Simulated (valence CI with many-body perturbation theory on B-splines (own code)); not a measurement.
## Ge16+: configurations and terms from energies and g

Calculated by valence CI with perturbative core correlation (CI+MBPT): six valence electrons over a frozen Dirac-Fock core [Ne], radial functions for each j: 9 s, 9 p, 8 d, 6 f, 3 g, 1 h, with the one-electron correlation potential Σ1, the two-electron term Σ2, the three-electron term Σ3, Breit, model QED; selected CI, second order for the rest, scaled by the run's own slope (own B-spline code, finite nucleus).

No measured levels were compared; by estimate levels of excited configurations hold to 0.05 to 0.15 % of their energy, terms of the ground configuration to about 0.5 %. Among the levels kept, up to 1400 cm⁻¹ of a level comes from second order outside the variational space, and about a tenth of that is noise between levels of different J, which matters for small intervals.

```tsv
No.	J	Parity	E (cm⁻¹)	g
1	2	even	0	1.443
3	1	even	41514	1.500
4	2	even	73649	1.055
6	2	odd	432200	1.499
7	1	odd	457840	1.471
11	2	odd	572260	1.422
12	3	odd	572580	1.448
13	1	odd	573260	1.483
14	4	odd	577880	1.472
17	1	odd	621230	0.530
21	4	odd	644050	1.219
22	3	odd	655850	0.832
```

Energies count from the lowest level. Strongly mixed levels and levels close to another of their J and parity, and those with J = 0 are left out, so the numbers can have gaps.

(1) Give configuration and LS term of each level.

Answers

(1) 1: 3s2 3p4 3P; 3: 3s2 3p4 3P; 4: 3s2 3p4 1D; 6: 3s 3p5 3P°; 7: 3s 3p5 3P°; 11: 3s2 3p3 3d 5D°; 12: 3s2 3p3 3d 5D°; 13: 3s2 3p3 3d 5D°; 14: 3s2 3p3 3d 5D°; 17: 3s2 3p3 3d 3D°; 21: 3s2 3p3 3d 3F°; 22: 3s2 3p3 3d 3G°.
